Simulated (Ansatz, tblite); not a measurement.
Cost and result up the ladder for (ClBe-mu-F)2 (Be₂Cl₂F₂) (6 atoms). Total charge 0; singlet. Geometry: r2SCAN-D4/def2-SVP.

```xyz
6

Be   -0.022    0.828    0.770
Cl   -0.053    2.170    2.017
F     0.099   -0.754    0.814
Be    0.020   -0.828   -0.770
Cl    0.058   -2.170   -2.017
F    -0.102    0.754   -0.814
```

Ansatz on 4 threads of Arm Neoverse V1 on a shared host; xTB runs through tblite on one thread. Times are rough, summed over both states, and most runs start from the orbitals of an earlier one. No level here is sound enough to serve as a yardstick. The other state is a triplet.

The xTB rows come from tblite. HOMO above LUMO, or a gap near zero within one spin, warns that the state may not be the lowest or that an electron is smeared out.

xTB has no spin-polarisation term.

```csv
level,functions,vertical triplet (eV),remarks
PBE-D4/def2-TZVP,174,6.77,gap within one spin near zero (triplet)
GFN2-xTB,34,6.43,–
r2SCAN-D4/def2-TZVP,174,7.27,gap within one spin near zero (triplet)
GFN1-xTB,34,6.55,–
```

Question: Estimate how long each takes.

Answer: GFN2-xTB 0.015 s; GFN1-xTB 0.028 s; PBE-D4/def2-TZVP 7.7 s; r2SCAN-D4/def2-TZVP 17 s. On shared hardware such times vary by a factor of up to 3.
